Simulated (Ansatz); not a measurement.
Frontier orbitals of `O=C1N[SiH2]1`.

| atom | x (Å) | y (Å) | z (Å) |
| --- | --- | --- | --- |
| O1 | 0.7741 | -0.8729 | 1.9459 |
| C2 | 0.3567 | -0.4099 | 0.9269 |
| N3 | 0.7794 | -0.2878 | -0.3558 |
| Si4 | -0.7934 | 0.4541 | -0.2688 |
| H5 | 1.6388 | -0.5931 | -0.7957 |
| H6 | -0.8581 | 1.9247 | -0.4531 |
| H7 | -1.8976 | -0.2150 | -0.9994 |

Total charge 0; spin multiplicity 1. The structure was optimised at the PBE0-D4/def2-TZVP level. Basis def2-TZVPP, Ansatz.

```csv
functional,HOMO (eV),LUMO (eV),gap (eV)
PBE,-5.59,-1.88,3.71
BLYP,-5.48,-1.79,3.69
PBE0,-6.86,-1.08,5.78
ωB97M-V,-9.04,0.66,9.70
```

Q: What is the vertical ionisation energy at frozen-core CCSD(T)/CBS(def2)? (An estimate is asked.)

A: Ansatz gave: 9.29 eV (T1 of the cation 0.036).

Against PBE, PBE0 changes HOMO and LUMO by −1.27 and +0.80 eV, ωB97M-V by −3.44 and +2.54 eV. A gap of 3.71 eV thus becomes 9.70 eV for the same molecule, so an orbital gap means little without its functional. A positive LUMO is unbound and depends on the basis. −ε(HOMO) differs from that ionisation energy by −3.70 eV with PBE and −0.26 eV with ωB97M-V.
